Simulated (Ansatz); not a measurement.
TeAu₂⁺, relaxed as a quartet with UKS PBE0-D4/def2-TZVP in Ansatz, starting from the PBE0-D4/def2-TZVP geometry of the charge +1 doublet. Force threshold 0.02 eV/Å.

In the def2 sets Au, Te take a core potential; there is no spin–orbit coupling. At PBE0-D4/def2-TZVP a doublet of charge 1 lies 2.48 eV below the quartet, each at its own geometry. The structure comes from a short search, and lower isomers may exist.

Start:

```xyz
3

Au   -0.753   -0.270    1.736
Au    1.570   -0.178   -1.075
Te   -0.817    0.448   -0.660
```

Question: Estimate the energy that the relaxation releases and the steps that it takes.

Answer: 8.7 kcal/mol, in 5 steps; 16 s on 4 threads of Arm Neoverse V2 on a shared host. No frequencies were taken in this run, so the end may be a saddle point.

Question: Does the start keep its bonding and symmetry?

Answer: By distances, no bond broke or formed. The bond that changes most is Au1–Te3, from 2.50 to 2.98 Å (atoms count from 1). Point group C2v at the start, Cs at the end, both within 0.05 Å.

Question: Predict the relaxed structure.

Answer: 
Cartesian coordinates in Å:
```
Au -0.745 -0.338 1.963
Au 1.564 -0.177 -1.073
Te -0.819 0.516 -0.890
```
Bond lengths (bridged metal pairs left out): 2 × Au–Te 2.49 to 2.98 Å.
